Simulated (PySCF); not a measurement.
Run record: geometry optimisation, mer-MoCl3(H2O)3, `[OH2]->[Mo](<-[OH2])(<-[OH2])([Cl])([Cl])[Cl]` [quartet].

Method: PBE0-D3(BJ)/def2-SVP geometry optimisation, gas phase, def2 core potentials past Kr (PySCF 2.14.0). Start geometry: GFN2-xTB. A driver script takes a list of jobs; this job's settings line and coordinates (Å) are shown.

Input:
```
{"job": {"xc": "PBE0", "basis": "def2-SVP", "d3": "d3bj", "grid": 1, "maxiter": 30, "shake": 0.03, "kind": "geom"}, "charge": 0, "multiplicity": 4}
Mo     0.345020    -0.015120     0.026190
Cl     0.070760     0.682420     2.321960
Cl    -0.044120    -0.693670    -2.308830
Cl     2.737970    -0.025610     0.049860
O     -2.082660     0.140510    -0.168940
H     -2.559850    -0.259780     0.574670
H     -2.270680    -0.273980    -0.975000
O      0.424370     2.402570    -0.091200
H      1.298620     2.642370    -0.182580
H      0.181350     2.568520     0.894450
O      0.349740    -2.289790     0.184520
H      1.281070    -2.468770     0.523580
H      0.299040    -2.461780    -0.826490
```

Output:
```
step   0  E = -1676.97323585  max force = 0.081241
step   1  E = -1676.99586348  max force = 0.016909
step   2  E = -1676.99919796  max force = 0.005864
step   3  E = -1676.99990058  max force = 0.002887
step   4  E = -1677.00004157  max force = 0.002974
step   5  E = -1677.00013036  max force = 0.001528
step   6  E = -1677.00012796  max force = 0.001037
step   7  E = -1677.00015655  max force = 0.000539
step   8  E = -1677.00020432  max force = 0.000757
step   9  E = -1677.00023105  max force = 0.000912
step  10  E = -1677.00025743  max force = 0.000846
step  11  E = -1677.00028462  max force = 0.000446
step  12  E = -1677.00030644  max force = 0.000496
step  13  E = -1677.00031971  max force = 0.000454
step  14  E = -1677.00033683  max force = 0.000356
step  15  E = -1677.00034654  max force = 0.000471
step  16  E = -1677.00035295  max force = 0.000452
step  17  E = -1677.00035886  max force = 0.000321
optimisation converged
```

Energies in Eh; «max force» is the largest Cartesian gradient component in Eh/bohr.

Problem. Give the first gradient maximum in eV/Å.

Solution. With 1 Eh/bohr = 51.422 eV/Å, 4.178 eV/Å.

Problem. How much energy does the optimisation release, in kJ/mol?

Solution. E(step 0) − E(last step) = 0.027123 Eh, which is 71.2 kJ/mol.

Summary of the converged run: final energy -1677.00036 Eh after 17 steps; dipole 3.59 D.

Problem. Give the final coordinates.

Solution. 0.156 Å rms from the input after alignment:
```
atom  x, y, z in Å
Mo1    0.2743    0.0396    0.0241
Cl2   -0.0458    0.2494    2.3929
Cl3   -0.0489   -0.2673   -2.3666
Cl4    2.6308   -0.1256    0.0581
O5    -1.9255    0.2515   -0.0858
H6    -2.4343   -0.1870    0.6093
H7    -2.2260   -0.0556   -0.9562
O8     0.5130    2.1949    0.1898
H9     1.4526    2.3692    0.0149
H10    0.4000    2.3038    1.1542
O11    0.1866   -2.1399   -0.1172
H12    1.0439   -2.4689    0.1983
H13    0.2098   -2.2164   -1.0936
```

Problem. Estimate the wall time. Hardware: an Arm Neoverse V2 with one thread, no GPU, shared host with 32 logical CPUs at a one-minute load of 19. And the peak memory of the process?

Solution. About 8.2 min, with 0.80 GiB resident at the peak, the Python interpreter and its libraries included.
Labels such as C1 count atoms from 1, the log's own numbers from 0.
